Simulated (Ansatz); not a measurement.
`CCCCCCCCCCS` with charge +1, relaxed as a doublet with UKS r2SCAN-D4/def2-SVP in Ansatz, starting from the r2SCAN-D4/def2-SVP geometry of the neutral singlet. Force threshold 0.03 eV/Å.

The gap within one spin of the relaxed charge 1 doublet nearly closes, so an electron or hole may be smeared out by delocalisation error.

Start:

```xyz
33

C    -4.2474    2.0208    1.2047
C    -4.2780    0.5020    1.0498
C    -3.0093   -0.2052    1.5330
C    -1.7448    0.1465    0.7491
C    -0.5214   -0.6465    1.2090
C     0.7913   -0.2626    0.5214
C     0.8265   -0.5611   -0.9785
C     2.1418   -0.1897   -1.6674
C     3.3474   -1.0108   -1.2121
C     4.6319   -0.7190   -1.9822
S     5.2675    0.9939   -1.8186
H    -4.0519    2.3085    2.2520
H    -5.2075    2.4729    0.9096
H    -3.4637    2.4829    0.5832
H    -4.4553    0.2421   -0.0110
H    -5.1428    0.0985    1.6061
H    -3.1651   -1.2988    1.4810
H    -2.8484    0.0244    2.6045
H    -1.5264    1.2266    0.8457
H    -1.9321   -0.0307   -0.3265
H    -0.7099   -1.7272    1.0578
H    -0.4058   -0.5134    2.3006
H     0.9878    0.8158    0.6800
H     1.6175   -0.7967    1.0232
H     0.0069   -0.0163   -1.4788
H     0.6155   -1.6370   -1.1385
H     2.0248   -0.3173   -2.7598
H     2.3571    0.8826   -1.5107
H     3.1220   -2.0889   -1.3305
H     3.5347   -0.8574   -0.1337
H     4.4691   -0.8384   -3.0670
H     5.4319   -1.4222   -1.7004
H     5.5362    0.9214   -0.4950
```

(1) Estimate the energy that the relaxation releases and the steps that it takes.

(2) Does the start keep its bonding and symmetry?

(3) Predict the relaxed structure.

## Answers

(1) 9.7 kJ/mol, in 6 steps; 98 s on 4 threads of Intel Xeon on a shared host. No frequencies were taken in this run, so the end may be a saddle point.

(2) By distances, no bond broke or formed. The bond that changes most is C10–S11, from 1.83 to 1.81 Å (atoms count from 1).

(3) 
| atom | x (Å) | y (Å) | z (Å) |
| --- | --- | --- | --- |
| C1 | -4.242 | 2.038 | 1.224 |
| C2 | -4.230 | 0.542 | 1.007 |
| C3 | -2.998 | -0.207 | 1.549 |
| C4 | -1.736 | 0.162 | 0.750 |
| C5 | -0.540 | -0.674 | 1.216 |
| C6 | 0.772 | -0.266 | 0.519 |
| C7 | 0.843 | -0.614 | -0.959 |
| C8 | 2.141 | -0.203 | -1.659 |
| C9 | 3.360 | -1.009 | -1.206 |
| C10 | 4.621 | -0.702 | -2.018 |
| S11 | 5.274 | 0.976 | -1.840 |
| H12 | -4.070 | 2.302 | 2.279 |
| H13 | -5.208 | 2.475 | 0.916 |
| H14 | -3.480 | 2.550 | 0.608 |
| H15 | -4.389 | 0.294 | -0.056 |
| H16 | -5.085 | 0.086 | 1.558 |
| H17 | -3.155 | -1.297 | 1.484 |
| H18 | -2.861 | 0.034 | 2.617 |
| H19 | -1.536 | 1.241 | 0.879 |
| H20 | -1.903 | 0.004 | -0.331 |
| H21 | -0.730 | -1.747 | 1.033 |
| H22 | -0.424 | -0.559 | 2.307 |
| H23 | 0.957 | 0.815 | 0.661 |
| H24 | 1.574 | -0.788 | 1.079 |
| H25 | 0.017 | -0.113 | -1.498 |
| H26 | 0.665 | -1.697 | -1.101 |
| H27 | 2.013 | -0.329 | -2.748 |
| H28 | 2.337 | 0.875 | -1.498 |
| H29 | 3.169 | -2.090 | -1.333 |
| H30 | 3.562 | -0.859 | -0.131 |
| H31 | 4.462 | -0.826 | -3.101 |
| H32 | 5.442 | -1.384 | -1.722 |
| H33 | 5.382 | 0.970 | -0.485 |
Bond lengths: 9 × C–C 1.51 to 1.54 Å; 1 × C–S 1.81 Å; 21 × C–H 1.10 to 1.11 Å; 1 × H–S 1.36 Å.
